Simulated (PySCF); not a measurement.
An equivalent PySCF input for Sn+ (tin, charge +1), [Kr] 4d10 5s2 5p1, 2P determinant, with the spin-free X2C one-electron Hamiltonian (Gaussian nucleus):

```python
from pyscf import gto, scf, dft, mp, cc
import basis_set_exchange as bse
mol = gto.M(atom="Sn 0 0 0", charge=1, spin=1, symmetry="D2h",
            basis=gto.basis.parse(bse.get_basis("aug-cc-pwCVTZ-DK3", elements=["Sn"], fmt="nwchem", augment_diffuse=1)),
            nucmod="G")
mf = dft.UKS(mol, xc="PW91,PW91").sfx2c1e()
mf.irrep_nelec = {'Ag': (9, 9), 'B1g': (2, 2), 'B2g': (2, 2), 'B3g': (2, 2), 'B1u': (3, 3), 'B2u': (4, 3), 'B3u': (3, 3)}
mf.kernel()
```

It reaches the same state as the run whose output follows, with an energy that differs only through the grid. The run itself started from symmetry-adapted Hartree-Fock orbitals and held the occupation by maximum overlap, on a logarithmic radial grid, so the iterations belong to that start.

```
SCF conv_tol = 1e-09
number electrons alpha = 25  beta = 24
XC functionals = PW91,PW91
    J. P. Perdew. In P. Ziesche and H. Eschrig, editors, Proceedings of the 75. WE-Heraeus-Seminar and 21st Annual International Symposium on Electronic Structure of Solids, 11. Berlin, 1991. Akademie Verlag.
    J. P. Perdew, J. A. Chevary, S. H. Vosko, K. A. Jackson, M. R. Pederson, D. J. Singh, and C. Fiolhais.,  Phys. Rev. B 46, 6671 (1992)
    J. P. Perdew, J. A. Chevary, S. H. Vosko, K. A. Jackson, M. R. Pederson, D. J. Singh, and C. Fiolhais.,  Phys. Rev. B 48, 4978 (1993)
    J. P. Perdew. In P. Ziesche and H. Eschrig, editors, Proceedings of the 75. WE-Heraeus-Seminar and 21st Annual International Symposium on Electronic Structure of Solids, 11. Berlin, 1991. Akademie Verlag.
    J. P. Perdew, J. A. Chevary, S. H. Vosko, K. A. Jackson, M. R. Pederson, D. J. Singh, and C. Fiolhais.,  Phys. Rev. B 46, 6671 (1992)
    J. P. Perdew, J. A. Chevary, S. H. Vosko, K. A. Jackson, M. R. Pederson, D. J. Singh, and C. Fiolhais.,  Phys. Rev. B 48, 4978 (1993)
cycle= 1 E= -6176.50921420402  delta_E= -0.0221  |g|= 0.0527  |ddm|= 0.699
cycle= 2 E= -6176.5093198622  delta_E= -0.000106  |g|= 0.0162  |ddm|= 0.0846
cycle= 3 E= -6176.50932958097  delta_E= -9.72e-06  |g|= 0.00541  |ddm|= 0.0106
cycle= 4 E= -6176.50933313086  delta_E= -3.55e-06  |g|= 0.000573  |ddm|= 0.00416
cycle= 5 E= -6176.5093331917  delta_E= -6.08e-08  |g|= 3.52e-05  |ddm|= 0.00053
cycle= 6 E= -6176.50933319207  delta_E= -3.67e-10  |g|= 3.81e-06  |ddm|= 7.22e-05
converged SCF energy = -6176.50933319207  <S^2> = 0.75158536  2S+1 = 2.0015847
```
